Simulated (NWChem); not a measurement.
Molecule: CH$_{5}$FGeO; SMILES C[O][GeH2][F]

```xyz
9

Ge    -0.3181     0.5046    -0.0078
F      1.2711     1.2352    -0.0595
O     -0.2010    -1.1642    -0.6130
C      0.4763    -2.1354     0.1797
H     -1.2224     1.2550    -1.0019
H     -0.7392     0.5051     1.4839
H      1.5653    -2.0157     0.1153
H      0.1782    -2.0880     1.2377
H      0.2094    -3.1232    -0.2090
```
Atoms are numbered in this order, from 1.

Program: NWChem. The geometry was optimised at B3LYP/6-31G* (spherical d). Isotropic polarisability at PBE0/def2-SVPD. A Cauchy series cut after its second term is a line in ω².

| row | ω² (10⁻³ Ha²) | α (bohr³) |
|---|---|---|
| static | 0.00 | 47.03 |
| 1065 nm | 1.83 | withheld |
| 589 nm | 5.98 | 48.26 |
| 400 nm | 12.97 | 49.84 |

**Question.** Fit a straight line of the last column on the one before it, predict the withheld value, and compare with the run.

**Answer.** 
1. Means of the 3 shown rows: x = 6.317, y = 48.377. Slope Σ(x − x̄)(y − ȳ)/Σ(x − x̄)² = 18.28/84.28 = 0.2169; intercept 47.007.
2. The shown rows scatter about the line by 0.031 (root mean square); the largest residual is -0.04, at 589 nm.
3. At x = 1.83 (1065 nm; inside the shown range) the line gives 47.40.
4. The run gives 47.40, 0.00 from the line, 0.0 times the scatter. The intercept estimates α(0), and the slope, 217 bohr³/Ha², the next Cauchy moment.
